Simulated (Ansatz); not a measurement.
CH4Si, SMILES `C[SiH]` (charge 0, multiplicity 1).

Calculation: r2SCAN/cc-pVTZ // B3LYP-D3(BJ)/def2-TZVP (Ansatz, an electronic-structure program).

Ansatz 0.2 input:
```yaml
crystal:
  periodic: [false, false, false]
  atoms:
    - { symbol: C, position_ang: [-0.523416, -0.078001, -0.042274] }
    - { symbol: Si, position_ang: [1.250238, -0.729214, -0.255606] }
    - { symbol: H, position_ang: [-1.289453, -0.793961, -0.339489] }
    - { symbol: H, position_ang: [-0.654839, 0.84369, -0.622238] }
    - { symbol: H, position_ang: [-0.690463, 0.20558, 1.004218] }
    - { symbol: H, position_ang: [1.907932, 0.551903, 0.255388] }
basis:
  gaussian: { orbitals: cc-pVTZ }
hamiltonian:
  xc: r2scan
```

Output:

```
Functional definition: r2SCAN
679 factors; their error is unknown
mean field evaluation 1: about -8970.0563 eV, gradient 5.5e1 eV
mean field evaluation 2: about -8958.8362 eV, gradient 7.6e1 eV
mean field evaluation 4: about -8977.1124 eV, gradient 2.4e0 eV
mean field evaluation 8: about -8977.1375 eV, gradient 2.7e-2 eV
mean field evaluation 16: about -8977.1084 eV, gradient 2.7e-5 eV
mean field -8977.10835044 eV, -329.9026469761 hartree, gradient 2.7e-5 eV, S^2 0.000000; 0 other end points of the search recorded, 0 dependent functions left out
reference -8977.10835973 eV, -329.9026473174 hartree; 12, 12 occupied and 108, 108 virtual orbitals, 679 factors
Total energy: -8977.10835973 eV, -329.9026473174 hartree
```
